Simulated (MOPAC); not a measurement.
Input file for MOPAC: AM1 on CH3ISi (SMILES C[Si]I), a point of a torsion scan.

```
AM1 1SCF PRECISE CHARGE=0 THREADS=1
CH3ISi

C     -0.66222390 1    -0.01192285 1     0.02041783 1
Si     0.83764717 1     1.17869436 1    -0.02999213 1
I      2.13525619 1     0.35982674 1     1.97183650 1
H     -0.82679543 1    -0.48404921 1     0.98794243 1
H     -1.57600296 1     0.50979796 1    -0.26023773 1
H     -0.51603442 1    -0.80869086 1    -0.70964224 1
```

It printed:

```
*******************************************************************************
 **                                                                           **
 **                              MOPAC v23.2.5                                **
 **                                                                           **
 *******************************************************************************
 ** MOPAC's Digital Object Identifier: https://doi.org/10.5281/zenodo.6511958 **
 **                                                                           **
 ** Please cite the open-source release paper for use of this MOPAC version:  **
 ** J. E. Moussa and J. J. P. Stewart (2026)                                  **
 ** MOPAC: An open-source semiempirical molecular orbital program             **
 ** J. Open Source Softw., 11(119), 8025, https://doi.org/10.21105/joss.08025 **
 *******************************************************************************

                              AM1 CALCULATION RESULTS

 *******************************************************************************
 *  AM1        - The AM1 Hamiltonian to be used
 *
 *
 *
 *                 CHARGE ON SYSTEM = 0
 *
 *
 *
 *  PRECISE    - TIGHTER CRITERIA TO BE USED
 *  1SCF       - DO 1 SCF AND THEN STOP
 *  THREADS=1  - MULTI-THREADING NOT USED
 *  T=         - A TIME OF 172800.0 SECONDS REQUESTED
 *  DUMP=N     - RESTART FILE WRITTEN EVERY 7200.0 SECONDS REQUESTED
 *******************************************************************************
AM1 1SCF PRECISE CHARGE=0 THREADS=1
 CH3ISi

   ATOM   CHEMICAL          X               Y               Z
  NUMBER   SYMBOL      (ANGSTROMS)     (ANGSTROMS)     (ANGSTROMS)

     1       C         -0.66222390  *  -0.01192285  *   0.02041783  *
     2      Si          0.83764717  *   1.17869436  *  -0.02999213  *
     3       I          2.13525619  *   0.35982674  *   1.97183650  *
     4       H         -0.82679543  *  -0.48404921  *   0.98794243  *
     5       H         -1.57600296  *   0.50979796  *  -0.26023773  *
     6       H         -0.51603442  *  -0.80869086  *  -0.70964224  *



          CARTESIAN COORDINATES

    NO.       ATOM           X           Y           Z

     1         C         -0.6622     -0.0119      0.0204
     2        Si          0.8376      1.1787     -0.0300
     3         I          2.1353      0.3598      1.9718
     4         H         -0.8268     -0.4840      0.9879
     5         H         -1.5760      0.5098     -0.2602
     6         H         -0.5160     -0.8087     -0.7096

  H: (AM1): M.J.S. DEWAR ET AL, J. AM. CHEM. SOC. 107 3902-3909 (1985)
  C: (AM1): M.J.S. DEWAR ET AL, J. AM. CHEM. SOC. 107 3902-3909 (1985)
 Si: (AM1): M.J.S.DEWAR, C. JIE, ORGANOMETALLICS, 6, 1486-1490 (1987).
  I: (AM1): M.J.S. DEWAR AND E. G. ZOEBISCH, THEOCHEM, 180, 1 (1988).

           Empirical Formula: C H3 Si I  =     6 atoms



      MOLECULAR POINT GROUP   :   C1


      RHF CALCULATION, NO. OF DOUBLY OCCUPIED LEVELS = 9


 -------------------------------------------------------------------------------
 AM1 1SCF PRECISE CHARGE=0 THREADS=1
 CH3ISi



     1SCF WAS SPECIFIED, SO BFGS WAS NOT USED
     SCF FIELD WAS ACHIEVED


                              AM1 CALCULATION
                                                       MOPAC v23.2.5 Linux




          FINAL HEAT OF FORMATION =         44.75320 KCAL/MOL =     187.24737 KJ/MOL


          COSMO AREA              =        125.29 SQUARE ANGSTROMS
          COSMO VOLUME            =        119.00 CUBIC ANGSTROMS

          IONIZATION POTENTIAL    =          8.336504 EV
          HOMO LUMO ENERGIES (EV) =         -8.337 -1.832
          NO. OF FILLED LEVELS    =          9
          MOLECULAR WEIGHT        =        170.0247         POINT GROUP:  C1

          MOLECULAR DIMENSIONS (Angstroms)

            Atom       Atom       Distance
            H     5    I     3     4.33337
           Si     2    H     4     2.42066
            H     5    H     6     1.57651


          SCF CALCULATIONS        =          1





   ATOM   CHEMICAL          X               Y               Z
  NUMBER   SYMBOL      (ANGSTROMS)     (ANGSTROMS)     (ANGSTROMS)

     1       C         -0.66222390  *  -0.01192285  *   0.02041783  *
     2      Si          0.83764717  *   1.17869436  *  -0.02999213  *
     3       I          2.13525619  *   0.35982674  *   1.97183650  *
     4       H         -0.82679543  *  -0.48404921  *   0.98794243  *
     5       H         -1.57600296  *   0.50979796  *  -0.26023773  *
     6       H         -0.51603442  *  -0.80869086  *  -0.70964224  *

                             CARTESIAN COORDINATES

   1    C       -0.662223900    -0.011922850     0.020417830
   2   Si        0.837647170     1.178694360    -0.029992130
   3    I        2.135256190     0.359826740     1.971836500
   4    H       -0.826795430    -0.484049210     0.987942430
   5    H       -1.576002960     0.509797960    -0.260237730
   6    H       -0.516034420    -0.808690860    -0.709642240


           Empirical Formula: C H3 Si I  =     6 atoms



      MOLECULAR POINT GROUP   :   C1


                  EIGENVALUES
 -29.68200 -28.50904 -14.28099 -14.17900 -13.48367 -11.31834 -10.21685 -10.15329
  -8.33650  -1.83238  -0.86486   1.29510   3.92665   4.07284   4.91325


              NET ATOMIC CHARGES AND DIPOLE CONTRIBUTIONS

  ATOM NO.   TYPE          CHARGE      No. of ELECS.   s-Pop       p-Pop
    1          C          -0.605575        4.6056     1.27443     3.33115
    2         Si           0.570305        3.4297     1.60036     1.82934
    3          I          -0.274346        7.2743     1.98062     5.29373
    4          H           0.100524        0.8995     0.89948
    5          H           0.104091        0.8959     0.89591
    6          H           0.105001        0.8950     0.89500
 DIPOLE           X         Y         Z       TOTAL
 POINT-CHG.    -0.040     2.403    -2.751     3.653
 HYBRID        -2.186    -2.755     1.191     3.713
 SUM           -2.226    -0.353    -1.560     2.741


          ATOMIC ORBITAL ELECTRON POPULATIONS

     Atom    s        px        py        pz
    1  C   1.27443   1.16000   1.11262   1.05854
    2 Si   1.60036   0.56434   0.67759   0.58740
    3  I   1.98062   1.82200   1.88868   1.58305
    4  H   0.89948
    5  H   0.89591
    6  H   0.89500

 **********************
 *                    *
 * JOB ENDED NORMALLY *
 *                    *
 **********************




 == MOPAC DONE ==
```

The run finished.

Cost: very roughly 0.05 core-seconds.
